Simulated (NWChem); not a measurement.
ZrH2Cl2; SMILES [Cl][ZrH2][Cl]

All runs: NWChem. The geometry was optimised at PBE0/def2-SVP. Not confirmed as a minimum by frequencies. def2 effective core potentials on Zr; no spin-orbit coupling. B3LYP is NWChem's, with the RPA form of VWN correlation. Ions are spin-unrestricted doublets at the neutral geometry; other ion states weren't tried.

For level B3LYP/def2-SVP:

```yaml
vertical ionisation energy, ΔSCF (eV): 10.92
"−ε(HOMO) (eV)": 8.60
```

### Question
What are these values for level PBE/def2-SVP?

### Answer
The vertical ionisation energy, ΔSCF (eV) comes out as 10.48 and the −ε(HOMO) (eV) is 7.41.
